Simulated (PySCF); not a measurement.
## Diatomic cations of Zn with the alkali metals

CCSD(T) with double-zeta basis sets in PySCF, for the lowest determinant that a PBE0 search found; no spin–orbit coupling. De refers to high-spin ground-configuration atoms (the charge goes to the atom of lower measured ionisation energy or higher electron affinity, which is not always the lowest computed limit).

```
 M       basis  reference, frozen orbitals  charged atom  state (unpaired electrons)  Re (Å)  ωe (cm⁻¹)  De (eV)
Li  x2c-SVPall                      RHF, 5           Li+      singlet (closed shell)   2.690        260     0.62
Na  6-31G(d,p)                      RHF, 6           Na+      singlet (closed shell)   2.796        190     0.69
 K  x2c-SVPall                     RHF, 10            K+      singlet (closed shell)   3.541       85.4     0.26
Rb    def2-SVP                      RHF, 5           Rb+      singlet (closed shell)   3.735       55.1     0.20
Cs    def2-SVP                      RHF, 5           Cs+      singlet (closed shell)   3.946       50.6     0.19
```

The shortest bond is that of LiZn⁺ (2.690 Å), the longest that of CsZn⁺ (3.946 Å).

The rows differ in basis set, which adds steps of its own.

Down a group the atoms grow and get heavier, so bonds lengthen and wavenumbers fall; this series shows no clear exception.

Correlated steps freeze the inner cores (5 to 10 orbitals); shallow outer-core shells are correlated. Weak bonds: CsZn⁺, KZn⁺, RbZn⁺. Basis-set superposition, not corrected here, can be much of De in a small basis, most of all at correlated wavefunction levels. Spin–orbit coupling is left out. For an ion De counts to the pair picked by the measured ionisation energies or electron affinities, which need not be the lowest pair at this level.
